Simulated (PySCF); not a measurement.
A species of formula C7H7F has this rotational fingerprint, computed with PBE0/pcSseg-1 in PySCF (dipole) on a GFN2-xTB geometry, gas phase:

```
Rotational constants : A = 3266, B = 2203, C = 1327 MHz
Dipole components    : |μa| = 0.84 D, |μb| = 0.95 D, |μc| = 0.02 D
Inertial defect      : -3.12 u·Å²
κ                    : -0.10
```

Question: Which structure is it? (One computed conformer of each.)
A. `[CH:1]#[C:2][C@H:3]1[CH2:4][CH:5]=[C:6]1[CH2:7][F:8]` with C5–C6–C7–F8 -119°
B. `F[C@H]1[C@H]2C=C[C@@H]1C=C2`
C. `Cc1ccccc1F`

Answer: C. It is Cc1ccccc1F, an asymmetric top. The candidates at the same level (rigid rotor, commonest isotopes):

```
                     SMILES  A (MHz)  B (MHz)  C (MHz)  μa (D)  μb (D)  μc (D)  Δ (u·Å²)  point group           rotor
                 Cc1ccccc1F     3266     2203     1327    0.84    0.95    0.02     -3.12      near Cs  asymmetric top
           C#C[C@H]1CC=C1CF     2791     1652     1177    0.74    1.28    1.26    -57.60           C1  asymmetric top
F[C@H]1[C@H]2C=C[C@@H]1C=C2     3493     2339     2242    1.67    0.24    0.00   -135.30           Cs  asymmetric top
```

`C#C[C@H]1CC=C1CF` has B 25 % too low; `F[C@H]1[C@H]2C=C[C@@H]1C=C2` has C 69 % too high. No structure here is proved a minimum.
